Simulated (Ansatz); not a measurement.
Reaction (formal exchange of groups at the Se–Si bond): `C[Se][SiH](F)Cl` + `[F][AlH][F]` → `C[Se][Al]([F])[F]` + `F[SiH2]Cl`

Computed with Ansatz on PBE0-D4/def2-TZVP structures; ΔE is electronic, products minus reactants. CBS: MP2 limit from def2 TZ/QZ plus the TZ coupled-cluster correction, frozen cores. This one scheme is used for every species. Functionals use def2-TZVPP. For Se outer-core shells are correlated without core-valence functions, which leaves a few kJ/mol of doubt a bond. Scalar relativity is left out up to krypton. One conformer a species, not always the lowest.

CCSD(T)/CBS gives -44.3 kJ/mol.

Problem. Another level gave -48.5 kJ/mol. Which?
A. HF/def2-TZVPP
B. PBE/def2-TZVPP
C. CCSD/def2-TZVPP
D. revPBE-D4/def2-TZVPP

Solution. C. CCSD/def2-TZVPP -48.5, PBE -43.0, HF/def2-TZVPP -57.4, revPBE-D4 -35.6 kJ/mol.

Largest T1 diagnostic among the species: 0.013.

In def2-TZVPP, CCSD(T) changes the Hartree–Fock value by +10.9 kJ/mol (the triples alone add +1.9 kJ/mol) and MP2 by +13.7 kJ/mol. From BLYP to BHLYP (50 % exact exchange), in def2-TZVPP and without D4, ΔE moves by −4.4 kJ/mol. At CCSD(T), def2-SVP lies −8.0 kJ/mol from the extrapolated value and def2-TZVPP −2.3 kJ/mol.
